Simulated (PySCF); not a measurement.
Species: CH₈GeSSi.
Numbering: `[CH3:1][SiH2:2][S:3][GeH3:4]` (hydrogens: H5, H6, H7 on C1; H8, H9 on Si2; H10, H11, H12 on Ge4)

Level of theory: PySCF, PBE0-D3(BJ)/def2-SVP geometry optimisation, gas phase.

(1) Give the optimised bond lengths and angles.

Answers

(1) 
```csv
bond,length (Å)
C1–Si2,1.874
Si2–S3,2.155
S3–Ge4,2.231
"C1–H5, C1–H6, C1–H7",1.101
"Si2–H8, Si2–H9",1.494
"Ge4–H10, Ge4–H11, Ge4–H12",1.538
```

Bonds in one row agree within 0.01 Å and their mean is given. A selection of angles:
```csv
angle,degrees
Si2–C1–H5,111.5
Si2–C1–H6,109.9
H5–C1–H6,108.0
H6–C1–H7,108.5
C1–Si2–S3,112.8
C1–Si2–H8,109.8
C1–Si2–H9,110.7
S3–Si2–H8,109.6
S3–Si2–H9,104.5
H8–Si2–H9,109.2
Si2–S3–Ge4,99.6
S3–Ge4–H10,105.6
S3–Ge4–H11,110.7
S3–Ge4–H12,109.6
H10–Ge4–H11,110.2
H10–Ge4–H12,111.1
```

Dihedral angles: C1–Si2–S3–Ge4 64° (synclinal). The mirror-image conformer, all signs reversed, is as good.

Ge4 (germanium bonded to S and 3 H) is distorted tetrahedral (angles from 105.6° to 111.1°). S3 (sulfur bonded to Ge and Si) is bent (angle 99.6°). Si2 (SiH2 silicon) is distorted tetrahedral (angles from 104.5° to 112.8°).

Point group: C1 (no symmetry element, even within 0.4 Å). No PBE0-D3(BJ)/def2-SVP frequencies stand behind this structure, so it isn't proved a minimum. One conformer, not necessarily the lowest.

The run took 34 s on one thread of an Arm Neoverse V1, no GPU, shared host with 64 logical CPUs at a one-minute load of 30, and the process peaked at 0.53 GiB of memory. That covers the optimisation of the geometry.
